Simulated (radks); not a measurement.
The numbers below are computed, except where a source is named.
Excited configurations of B III: one electron is placed in a higher orbital outside [He]. The ground configuration is [He] 2s1. Level of theory: non-relativistic Kohn-Sham, r2SCAN, spin-polarised, spherical densities, point nucleus; open shells are filled with parallel spins first; meta-GGA in the generalised Kohn-Sham scheme (a radial shooting solver on a logarithmic mesh with Libxc functionals). Excitation = E - E(ground); binding = E(ion) - E, where the ion is the core of charge +3; n* = 3/sqrt(2 binding) in atomic units, and the quantum defect is n - n*.

[
 {"outer orbital": "3s", "excitation (eV)": "22.114", "binding (eV)": "15.751", "n*": "2.788", "quantum defect": "0.212", "eigenvalue (eV)": "-13.769", "<r> (bohr)": "3.894"},
 {"outer orbital": "4d", "excitation (eV)": "30.255", "binding (eV)": "7.610", "n*": "4.011", "quantum defect": "-0.011", "eigenvalue (eV)": "-6.450", "<r> (bohr)": "7.044"},
 {"outer orbital": "5d", "excitation (eV)": "32.934", "binding (eV)": "4.931", "n*": "4.984", "quantum defect": "0.016", "eigenvalue (eV)": "-4.247", "<r> (bohr)": "11.51"}
]

The Delta-SCF ionisation energy is 37.865 eV (NIST Atomic Spectra Database: 37.931 eV, measured). Self-interaction in the functional shifts the binding energies and quantum defects, so they are the method's values and not measured ones.
